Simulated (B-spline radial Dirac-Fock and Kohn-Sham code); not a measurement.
## Dipole and non-dipole photoemission parameters of Sm²⁺ 3s

System: the Sm²⁺ ion, configuration [Xe] 4f6; threshold 1714.3 eV (orbital energy of the model). These are calculated numbers from an atomic code on a B-spline grid; the model is Dirac-Hartree-Slater photoionisation with a Latter tail; cross sections with all multipoles, angular parameters from the dipole term and its interference with E2.

The run's input, task.json:

```json
{"items": [{
  "Z": 62,
  "q": 2,
  "cfg": [[1, 0, 2], [2, 0, 2], [2, 1, 6], [3, 0, 2], [3, 1, 6], [3, 2, 10], [4, 0, 2], [4, 1, 6], [4, 2, 10], [4, 3, 6], [5, 0, 2], [5, 1, 6]],
  "A": 152,
  "rrms": 5.0819,
  "do": "xps",
  "hv": [60, 94.5, 106.0, 120.0, 126.0, 150, 176.0, 200.0, 294.0, 400, 423.0, 455.0, 666.0, 827.0, 1253.6, 1280.0, 1420.0, 1530.0, 2570.0, 2984.4, 3300.0, 5414.7, 5530.0, 5550.0, 6000, 6860.0, 6990.0, 7130.0, 7310.0, 9251.7]
}]}
```

Run with: `python xray2_run.py task.json out`

For linearly polarised light dσ/dΩ = σ/(4π) [1 + β P₂(cos θ) + (δ + γ cos²θ) sin θ cos φ], with θ from the polarisation vector and φ the angle between the beam and the projection of the electron momentum on the plane normal to the polarisation.

```tsv
hν (eV)	σ (kb)	β	γ
2570	27.1	1.969	0.466
2984.4	21.5	1.972	0.294
3300	18.3	1.973	0.194
5414.7	7.77	1.978	-0.109
5530	7.47	1.978	-0.114
5550	7.42	1.978	-0.115
6000	6.42	1.979	-0.129
6860	4.98	1.979	-0.132
6990	4.81	1.979	-0.131
7130	4.63	1.979	-0.129
7310	?	?	?
9251.7	2.80	1.980	-0.043
```

Question: Give the values at 7310 eV.

Answer: σ = 4.42 kb, β = 1.979, γ = -0.125. For an s subshell δ is negligible.
